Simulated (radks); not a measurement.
Problem. The mean radii <r> (bohr) of the occupied orbitals of an atom or ion are listed with their occupations. Method: scalar-relativistic Kohn-Sham, PBEsol, spin-polarised, spherical densities, finite nucleus; Fermi nuclear charge, rms radius of each element as measured or else 0.836 A^(1/3) + 0.57 fm; computed with a radial shooting solver on a logarithmic mesh with Libxc functionals.

| orbital | occ. | <r> |
|---|---|---|
| 1s up | 1 | 0.04277 |
| 1s down | 1 | 0.04277 |
| 2s up | 1 | 0.1896 |
| 2s down | 1 | 0.1895 |
| 2p up | 3 | 0.1655 |
| 2p down | 3 | 0.1654 |
| 3s up | 1 | 0.5440 |
| 3s down | 1 | 0.5445 |
| 3p up | 3 | 0.5523 |
| 3p down | 3 | 0.5530 |
| 3d up | 5 | 0.5553 |
| 3d down | 4 | 0.5570 |

Name the element and its charge. Open shells, if any, are filled with parallel spins first.

Solution. Z = 35, bromine, charge +8: Br8+ in [Ar] 3d9. The 1s radius gives Z: for a bare nucleus <r> = (2 gamma + 1)/(2Z) with gamma = sqrt(1 - (Z/c)^2), 0.04191 bohr for Z = 35, and screening makes it slightly larger (0.04277 here). The occupations add up to 27, and the charge is Z minus that.
